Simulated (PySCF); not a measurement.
Molfile (atoms numbered from 1):
```
C4H5F3
     RDKit          3D

 12 12  0  0  0  0  0  0  0  0999 V2000
    2.1720    0.2813   -1.1250 F   0  0  0  0  0  0  0  0  0  0  0  0
    1.0486   -0.4315   -0.8688 C   0  0  0  0  0  0  0  0  0  0  0  0
    1.4506   -1.7234   -0.7446 F   0  0  0  0  0  0  0  0  0  0  0  0
    0.3959    0.0464    0.4000 C   0  0  2  0  0  0  0  0  0  0  0  0
   -0.9998   -0.4293    0.7141 C   0  0  0  0  0  0  0  0  0  0  0  0
   -0.7700    0.9872    0.3137 C   0  0  2  0  0  0  0  0  0  0  0  0
   -1.1878    1.3710   -0.9226 F   0  0  0  0  0  0  0  0  0  0  0  0
    0.3935   -0.3663   -1.7504 H   0  0  0  0  0  0  0  0  0  0  0  0
    1.0980    0.1784    1.2132 H   0  0  0  0  0  0  0  0  0  0  0  0
   -1.4745   -1.0762   -0.0077 H   0  0  0  0  0  0  0  0  0  0  0  0
   -1.2534   -0.6453    1.7391 H   0  0  0  0  0  0  0  0  0  0  0  0
   -0.8719    1.8070    1.0129 H   0  0  0  0  0  0  0  0  0  0  0  0
  1  2  1  0
  2  3  1  0
  2  4  1  0
  4  5  1  0
  5  6  1  0
  6  7  1  0
  6  4  1  0
  2  8  1  0
  4  9  1  1
  5 10  1  0
  5 11  1  0
  6 12  1  1
M  END
```

PySCF calculation with NMR shieldings at PBE0/pcSseg-1/GIAO and GFN2-xTB structure; no relativistic terms, in vacuum, one conformer.

List the cross peaks expected in HSQC, COSY and HMBC spectra.

Answers



HSQC (one-bond C–H):
| δH | δC |
| --- | --- |
| 5.87 (H8) | 122.2 (C2) |
| 4.77 (H12) | 73.4 (C6) |
| 1.34 (H9) | 23.3 (C4) |
| 1.05 (H10) | 10.3 (C5) |
| 0.88 (H11) | 10.3 (C5) |

COSY cross peaks (H two or three bonds apart, from the bond graph; peaks can be absent where the dihedral angle is near 90°):
| δH | δH |
| --- | --- |
| 5.87 (H8) | 1.34 (H9) |
| 4.77 (H12) | 1.34 (H9) |
| 4.77 (H12) | 1.05 (H10) |
| 4.77 (H12) | 0.88 (H11) |
| 1.34 (H9) | 1.05 (H10) |
| 1.34 (H9) | 0.88 (H11) |
| 1.05 (H10) | 0.88 (H11) |

HMBC (two and three bonds, from the bond graph):
| δH | δC |
| --- | --- |
| 5.87 (H8) | 73.4 (C6), 23.3 (C4), 10.3 (C5) |
| 4.77 (H12) | 122.2 (C2), 23.3 (C4), 10.3 (C5) |
| 1.34 (H9) | 122.2 (C2), 73.4 (C6), 10.3 (C5) |
| 1.05 (H10) | 122.2 (C2), 73.4 (C6), 23.3 (C4) |
| 0.88 (H11) | 122.2 (C2), 73.4 (C6), 23.3 (C4) |

δ = σ(ref) − σ, references computed at the same level: TMS for 1H (σ = 31.72 ppm) and 13C (σ = 186.93 ppm).

Short H···H contacts in this conformer between protons four or more bonds apart (candidates for NOE cross peaks, intensity ∝ r⁻⁶): H8···H10 2.65 Å.

Shifts are as computed. Against solution values, carbons near 30 ppm lie about +3 ppm off and those near 130 ppm about +5 ppm. Of 1211 compounds with measured shifts, 218 miss one by over three times the rms of a fit or turn the order of signals round; such compounds aren't used in these exercises.
